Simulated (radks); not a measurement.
Question: Valence configurations of neutral cadmium (all share [Kr]). All-electron calculation, Dirac Kohn-Sham, BLYP, spin-unpolarised, spherical densities, point nucleus; open shells are shared between the two j in proportion to 2j + 1. Program: a radial shooting solver on a logarithmic mesh with Libxc functionals. Order these by energy: 4d9.5 5s2 5p0.5; 4d10 5s2; 4d8 5s2 5p2; 4d9 5s2 5p1; 4d9 5s1 5p2; 4d10 5p2; 4d8 5s1 5p3; 4d10 5s1 5p1; 4d8.5 5s1.5 5p2; 4d10 5s1.5 5p0.5.

Answer: From the lowest, in eV above it: 4d10 5s2 0.000; 4d10 5s1.5 5p0.5 2.281; 4d10 5s1 5p1 4.666; 4d9.5 5s2 5p0.5 5.713; 4d10 5p2 9.712; 4d9 5s2 5p1 12.479; 4d9 5s1 5p2 18.104; 4d8.5 5s1.5 5p2 23.284; 4d8 5s2 5p2 29.152; 4d8 5s1 5p3 35.604. NIST lists [Kr] 4d10 5s2 as the ground configuration; this level of theory agrees among the configurations tried. The energies are those of spherical spin-averaged densities, not of single terms.
